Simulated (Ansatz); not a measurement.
The Zn1–I3 bond of FIZn (SMILES [F][Zn][I]) is stretched (multiplicity 1, the rest rigid).
Geometry at rest (charge 0, multiplicity 1):
```xyz
3

Zn     0.00000     0.00000    -1.21692
F      0.00000     0.00000    -2.97433
I      0.00000     0.00000     1.19390
```

Correlated levels freeze the cores. Filled d and f shells under p-block atoms count as core.

Codes used: Ansatz (Gaussian orbitals). Values without a source in brackets are computed. In def2 rows elements past Kr take small-core potentials, without spin–orbit coupling.

Energies above the point at 2.411 Å (the B3LYP-D3(BJ) bond length), FIC-MRCISD+Q on CASSCF(6,4)/def2-TZVPP (kcal/mol): 11.16 at 2.170 Å; 5.42 at 2.652 Å; 75.98 at 7.715 Å.

### Question
Take the last value as the depth D of a Morse curve D(1 − e^(−a(R − R₀)))², fit a and R₀ to the two near points, and test it at 3.255 and 4.219 Å.

### Answer

With D = 76.0, both near points (counted from the curve's value at 2.411 Å) are met by a = 1.32 Å⁻¹ and R₀ = 2.416 Å, so k = 2Da² = 263 kcal/(mol Å²). The curve then gives 33.9 and 62.5 kcal/mol; the level itself gives 36.3 and 69.0, so Morse is off by -2.3 and -6.6.

Doubts at one or more of the structures used: active orbitals that take no part (FIC-MRCISD+Q on CASSCF(6,4)/def2-TZVPP).

Ansatz is an electronic-structure program.
